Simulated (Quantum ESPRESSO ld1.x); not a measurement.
These are the eigenvalues of the occupied orbitals of an atom or ion with whole-number occupations (eV). Calculated with ld1.x of Quantum ESPRESSO 7.5: Dirac Kohn-Sham, BLYP, spin-unpolarised, spherical densities, point nucleus.

orbital  eigenvalue
1s1/2      -69406.2
2s1/2      -11970.4
2p1/2      -11446.4
2p3/2      -10093.0
3s1/2      -2755.86
3p1/2      -2522.66
3p3/2      -2230.05
3d3/2      -1837.71
3d5/2      -1774.08
4s1/2      -567.657
4p1/2      -470.998
4p3/2      -403.138
4d3/2      -244.490
4d5/2      -231.991
5s1/2      -78.2113
5p1/2      -49.6287
5p3/2      -39.8167
4f5/2      -33.5500
4f7/2      -31.3129
6s1/2       -5.4911
5d3/2       -4.5036

Which element is it, and in what charge state? The configuration may be excited. Open shells, if any, fill j = l - 1/2 first.

Answer. Z = 74, tungsten, charge 0: W in [Xe] 4f14 5d4 6s2. The list shows which subshells hold electrons but not how many an open one holds; the 1s level, -2550.6 hartree, gives Z - s = 71.4 by -(Z - s)^2/2, which with screening and relativity narrows Z to a few neighbours, and the depths of the outer levels then fix element, charge and occupations together.
